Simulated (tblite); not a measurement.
Compound: C5H9OP.
Atom-mapped SMILES: `[CH:1]#[C:2][P@@:3]([CH3:4])(=[O:5])[CH2:6][CH3:7]` (hydrogens: H8 on C1; H9, H10, H11 on C4; H12, H13 on C6; H14, H15, H16 on C7)

Structure used (GFN2-xTB), in Å, numbered top down from 1:
```xyz
16
C5H9OP angstrom
C     -1.555    2.822    0.719
C     -1.077    1.797    0.314
P     -0.365    0.330   -0.397
C     -1.549   -0.982    0.086
O     -0.130    0.414   -1.842
C      1.163    0.097    0.605
C      1.902   -1.140    0.120
H     -1.977    3.709    1.094
H     -1.688   -1.030    1.162
H     -2.498   -0.762   -0.400
H     -1.178   -1.933   -0.292
H      0.915    0.036    1.665
H      1.770    0.992    0.443
H      2.890   -1.207    0.574
H      1.349   -2.044    0.368
H      2.020   -1.092   -0.961
```

Computed with GFN2-xTB (tblite): harmonic, unscaled wavenumbers at the GFN2-xTB geometry, gas phase. Errors from tens to a few hundred cm⁻¹ against measured bands are possible. One conformer, not necessarily the lowest.

Harmonic wavenumbers (cm⁻¹): 63.5, 95.6, 119.8, 153.7, 186.1, 192.2, 247.9, 281.5, 335.9, 371.6, 405.4, 622.0, 664.8, 667.9, 702.4, 728.1, 786.6, 839.6, 851.9, 974.8, 1004.2, 1073.6, 1212.6, 1249.3, 1267.5, 1311.8, 1406.2, 1420.6, 1436.2, 1438.5, 1493.3, 1495.0, 2211.0, 2950.8, 2980.6, 3008.0, 3009.6, 3021.4, 3025.3, 3030.8, 3040.2, 3363.4.

A = 3180, B = 1562, C = 1438 MHz; mass 116.039 u (most abundant isotopes); point group C1, symmetry number 1.

Task: What is the zero-point energy?

Result: Half the sum of the wavenumbers: 27371 cm⁻¹ = 327.42 kJ/mol.

Task: Give the ideal-gas entropy at 298.15 K and 1 bar in the rigid-rotor, harmonic-oscillator model (classical rotation).

Result: Translation 168.14, rotation 117.99, vibration 114.41: S = 400.5 J/(mol K).

Task: And Cp and H(298.15 K) − H(0)?

Result: Cp = 150.61 J/(mol K), of which vibrations give 117.35 (their classical limit is 42 R = 349.2); H(298.15 K) − H(0) = 28.34 kJ/mol without the zero-point energy, 18.43 from vibrations.

Task: Which modes carry the vibrational entropy at 298.15 K?

Result: 63.5 cm⁻¹: 18.18; 95.6 cm⁻¹: 14.82; 119.8 cm⁻¹: 12.99; 153.7 cm⁻¹: 10.99; 186.1 cm⁻¹: 9.48; 192.2 cm⁻¹: 9.23 J/(mol K); the other 36 give 38.72 together.

Task: Blend soft modes into free rotors: weight 1/[1 + (100 cm⁻¹/ν̃)⁴] for the oscillator and the rest for a rotor with moment μB/(μ + B), μ = h/(8π²ν), B = 10⁻⁴⁴ kg m². What vibrational entropy results?

Result: 108.57 J/(mol K) in place of 114.41, which changes −T·S at 298.15 K by +1.74 kJ/mol.

Hindered rotation and anharmonicity are outside this model. Other conformers, if any are populated, would add a mixing term that is left out. The structure is chiral; the term R ln 2 for an equal mix with its mirror image is left out.
